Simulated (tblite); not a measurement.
C6H10ClFSi.
Structure used (GFN2-xTB), in Å, numbered top down from 1:
```
atom  x, y, z in Å
F1     2.5379    1.4527   -0.4795
Si2    2.1649    0.3596    0.6491
C3     0.5914   -0.4621    0.0627
C4    -0.2277   -1.4958    0.8393
C5    -1.5305   -0.8197    0.3701
C6    -0.7043    0.1834   -0.4258
C7    -1.0344    1.6278   -0.5694
Cl8   -1.1304    2.4141    1.0419
C9     0.1791   -0.5453   -1.3847
H10    1.9863    1.1143    1.8784
H11    3.2895   -0.5656    0.6540
H12   -0.0871   -2.5265    0.5136
H13   -0.0779   -1.4399    1.9149
H14   -2.0827   -0.3557    1.1839
H15   -2.2093   -1.4365   -0.2200
H16   -0.2600    2.1572   -1.1242
H17   -2.0079    1.7769   -1.0398
H18   -0.1479   -1.4915   -1.7927
H19    0.7411    0.0617   -2.0793
```

All values are computed: GFN2-xTB (tblite) harmonic vibrations without scaling, gas phase. This tight-binding method is rough: wavenumbers can miss measured ones by several per cent, in bad cases by 10 to 20. Modes of hydrogen on silicon can be 10 to 20 % off. One conformer, not necessarily the lowest.

Harmonic wavenumbers (cm⁻¹): 33.2, 56.0, 95.2, 129.7, 152.9, 226.6, 271.8, 319.0, 406.5, 425.9, 499.9, 532.4, 557.2, 656.7, 714.0, 726.0, 769.8, 792.3, 806.5, 813.1, 872.3, 922.5, 934.9, 962.8, 997.0, 1036.6, 1063.4, 1086.1, 1112.5, 1162.2, 1175.6, 1200.6, 1227.8, 1233.0, 1256.5, 1306.1, 1399.8, 1424.3, 1467.1, 1472.8, 1494.6, 2317.6, 2349.0, 2962.2, 2974.4, 2985.8, 2987.0, 3018.3, 3028.9, 3064.2, 3095.6.

A = 1359, B = 1043, C = 764.9 MHz; mass 164.022 u (most abundant isotopes); point group C1, symmetry number 1.

**Question.** Zero-point energy?

**Answer.** ½Σν̃ = 31288 cm⁻¹ = 374.29 kJ/mol.

**Question.** What is S at 500 K and 1 bar for an ideal gas of classical rigid rotors and harmonic oscillators?

**Answer.** Translation 183.21, rotation 132.27, vibration 218.11: S = 533.6 J/(mol K).

**Question.** And Cp and H(500 K) − H(0)?

**Answer.** Cp = 248.71 J/(mol K), of which vibrations give 215.45 (their classical limit is 51 R = 424.0); H(500 K) − H(0) = 71.90 kJ/mol without the zero-point energy, 55.27 from vibrations.

**Question.** Blend soft modes into free rotors: weight 1/[1 + (100 cm⁻¹/ν̃)⁴] for the oscillator and the rest for a rotor with moment μB/(μ + B), μ = h/(8π²ν), B = 10⁻⁴⁴ kg m². What vibrational entropy results?

**Answer.** 198.63 J/(mol K) in place of 218.11, which changes −T·S at 500 K by +9.74 kJ/mol.

**Question.** Which modes carry the vibrational entropy at 500 K?

**Answer.** 33.2 cm⁻¹: 27.84; 56.0 cm⁻¹: 23.50; 95.2 cm⁻¹: 19.11; 129.7 cm⁻¹: 16.56; 152.9 cm⁻¹: 15.21; 226.6 cm⁻¹: 12.02 J/(mol K); the other 45 give 103.88 together.

**Question.** What must be added to the electronic energy to get the Gibbs energy at 500 K and 1 bar?

**Answer.** ZPE + [H(500 K) − H(0)] − T·S = 374.29 + 71.90 − 266.79 = 179.40 kJ/mol.

**Question.** How do the functions run with temperature in this model?

**Answer.** 
```json
{"T (K)": "100", "S (J/(mol K))": "303.8", "Cp (J/(mol K))": "78.9", "H − H(0) (kJ/mol)": "5.67", "G − H(0) (kJ/mol)": "-24.71", "ln q(vib)": "2.22"}
{"T (K)": "200", "S (J/(mol K))": "370.6", "Cp (J/(mol K))": "119.7", "H − H(0) (kJ/mol)": "15.54", "G − H(0) (kJ/mol)": "-58.58", "ln q(vib)": "4.95"}
{"T (K)": "300", "S (J/(mol K))": "428.0", "Cp (J/(mol K))": "166.9", "H − H(0) (kJ/mol)": "29.85", "G − H(0) (kJ/mol)": "-98.54", "ln q(vib)": "7.61"}
{"T (K)": "800", "S (J/(mol K))": "668.3", "Cp (J/(mol K))": "322.7", "H − H(0) (kJ/mol)": "158.73", "G − H(0) (kJ/mol)": "-375.88", "ln q(vib)": "20.69"}
{"T (K)": "1000", "S (J/(mol K))": "743.8", "Cp (J/(mol K))": "353.5", "H − H(0) (kJ/mol)": "226.53", "G − H(0) (kJ/mol)": "-517.25", "ln q(vib)": "25.49"}
```

q(vib) and H(0) count from the zero-point level.

Hindered rotation and anharmonicity are outside this model. Other conformers, if any are populated, would add a mixing term that is left out. The structure is chiral; the term R ln 2 for an equal mix with its mirror image is left out.
